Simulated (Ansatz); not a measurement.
Reactions of F2H4O2Si2 (`O[SiH](F)[SiH](O)F`).

Calculated with Ansatz (gas phase, PBE0-D4/def2-TZVP geometries, no zero-point term in ΔE). CCSD(T)/CBS is the MP2 limit (def2-TZVPP, def2-QZVPP) plus CCSD(T) − MP2 in def2-TZVPP, frozen cores. This one scheme is used for every species. Functionals use def2-TZVPP. def2 core potentials past Kr. For Ge, Te outer-core shells are correlated without core-valence functions, which leaves a few kJ/mol of doubt a bond. Scalar relativity is left out up to krypton. Each species was taken in one conformer, which may not be the lowest.

```csv
reaction,ωB97M-V (kJ/mol),CCSD(T)/CBS(def2) (kJ/mol)
`O[Si@H](F)[Si@H](O)F` + SiH₄ → `O[SiH](F)[SiH3]` + `O[SiH2]F`,-16,-18
`O[Si@H](F)[Si@H](O)F` + `[OH][GeH3]` → `O[SiH](F)[O][GeH3]` + `O[SiH2]F`,-174,-175
`O[Si@H](F)[Si@H](O)F` + H–F → `O[SiH](F)F` + `O[SiH2]F`,-196,-192
`O[Si@H](F)[Si@H](O)F` + `S[SiH2]Cl` → `O[SiH](F)S[SiH2]Cl` + `O[SiH2]F`,-106,-104
`O[Si@H](F)[Si@H](O)F` + H₂Te → `O[SiH](F)[TeH]` + `O[SiH2]F`,-87,-90
`O[Si@H](F)[Si@H](O)F` + `CN[SiH2]O` → `CN([SiH2]O)[SiH](O)F` + `O[SiH2]F`,-114,-113
`O[Si@H](F)[Si@H](O)F` + `C=CF` → `C=C(F)[SiH](O)F` + `O[SiH2]F`,-32,-29
```

Largest T1 diagnostic: 0.013, for `O[Si@H](F)[Si@H](O)F`.
